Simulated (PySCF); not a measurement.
CH7GeNOSi, SMILES [OH][Ge@@H]1[CH2]N[SiH2]1. Atoms are numbered in the order given.

```xyz
12

O      1.8114    -0.2148    -1.2145
Ge     0.7350    -0.1181     0.2103
C     -0.7730    -1.3907    -0.0242
N     -1.8392    -0.4009     0.0984
Si    -1.2297     1.2328     0.1473
H      2.6056     0.3211    -1.1211
H      1.5984    -0.2770     1.4836
H     -0.8161    -2.1816     0.7463
H     -0.7140    -1.8775    -1.0153
H     -2.7981    -0.7218     0.0213
H     -1.4804     2.0848    -1.0632
H     -1.6779     2.0406     1.3296
```

Geometry: PBE0-D3(BJ)/def2-SVP. The structure was generated by enumeration; whether it is a known compound was not checked. The values are those of a single conformer.

These are PBE/def2-TZVP (PySCF) values and carry that method's errors.

Atomic charges (e):

```
atom  meta-Löwdin  Mulliken  Löwdin
----  -----------  --------  ------
O1          -0.70     -0.52   -0.23
Ge2          0.60      0.38    0.32
C3          -0.30     -0.20   -0.45
N4          -0.55     -0.38   -0.10
Si5          0.43      0.10    0.06
H6           0.34      0.30    0.16
H7          -0.07     -0.02   -0.06
H8           0.11      0.11    0.12
H9           0.11      0.11    0.12
H10          0.23      0.19    0.15
H11         -0.10     -0.04   -0.04
H12         -0.10     -0.04   -0.04
```
